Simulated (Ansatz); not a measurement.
Calculated with Ansatz (gas phase, PBE0-D4/def2-TZVP geometries, no zero-point term in ΔE). CCSD(T)/CBS adds triple-zeta CCSD(T) − MP2 to the extrapolated MP2 energy (def2 sets, frozen cores). DFT in def2-TZVPP. For Ge outer-core shells are correlated without core-valence functions, which leaves a few kJ/mol of doubt a bond. Scalar relativity is left out up to krypton. One conformer a species, not always the lowest.

Reaction (redistribution): `C[BH][GeH2][F]` + `[SiH3]CN[SiH2]Cl` → `CBNC[SiH3]` + `[F][GeH2][SiH2]Cl`

`C[BH][GeH2][F]`:

Cartesian coordinates in Å:
```
C 1.470 0.619 -0.192
B -0.001 0.679 0.288
Ge -1.278 -0.929 0.082
F -2.905 -0.470 0.545
H 1.891 -0.370 -0.378
H 1.450 1.144 -1.163
H 2.153 1.205 0.430
H -0.437 1.694 0.749
H -0.926 -2.117 1.002
H -1.416 -1.455 -1.363
```

`[SiH3]CN[SiH2]Cl`:

Z-matrix (Å, degrees):
```
Si
C 1 1.887
H 1 1.490 2 108.6
H 1 1.485 2 110.3 3 119.0
H 1 1.488 2 110.6 3 -119.6
N 2 1.457 1 111.1 3 -53.8
H 2 1.096 1 107.9 3 -172.9
H 2 1.099 1 110.3 3 71.9
Si 6 1.701 2 123.5 1 -150.3
H 6 1.009 2 113.8 1 54.7
Cl 9 2.072 6 114.4 2 -68.0
H 9 1.479 6 108.6 2 49.1
H 9 1.479 6 108.1 2 173.0
```

`CBNC[SiH3]`:

Cartesian coordinates in Å:
```
C 1.773 0.080 1.992
B 1.290 0.164 0.502
N -0.021 0.494 0.175
C -0.598 0.570 -1.153
Si -1.919 -0.752 -1.429
H 2.166 -0.919 2.211
H 0.997 0.303 2.730
H 2.608 0.768 2.164
H 2.040 -0.055 -0.413
H -0.681 0.671 0.919
H -1.020 1.564 -1.344
H 0.203 0.429 -1.883
H -1.308 -2.105 -1.355
H -2.953 -0.638 -0.363
H -2.576 -0.574 -2.753
```

`[F][GeH2][SiH2]Cl`:

Z-matrix (Å, degrees):
```
Ge
Si 1 2.389
F 1 1.748 2 106.4
H 1 1.540 2 113.4 3 115.7
H 1 1.537 2 113.7 3 -116.2
Cl 2 2.055 1 109.2 3 70.3
H 2 1.485 1 109.9 3 -170.9
H 2 1.482 1 110.7 3 -49.5
```

Q: Is it downhill or uphill in electronic energy at CCSD(T)/CBS, and by how much? (Estimate.)

A: Ansatz gave: Downhill: ΔE = -0.97 eV.

Q: What do these levels give: PBE0-D4, ωB97M-V, PBE0, MP2/def2-TZVPP, SCS-MP2/def2-QZVPP, CCSD/CBS(def2)? (Estimate.)

A: Computed: PBE0-D4 -1.07, ωB97M-V -1.00, PBE0 -1.08, MP2/def2-TZVPP -0.97, SCS-MP2/def2-QZVPP -0.94, CCSD/CBS(def2) -0.95 eV.

Largest T1 diagnostic among the species: 0.012.

From PBE to PBE0 (25 % exact exchange), in def2-TZVPP and without D4, ΔE moves by +0.05 eV. In def2-TZVPP, CCSD(T) changes the Hartree–Fock value by −0.10 eV (the triples alone add −0.02 eV) and MP2 by −0.08 eV.
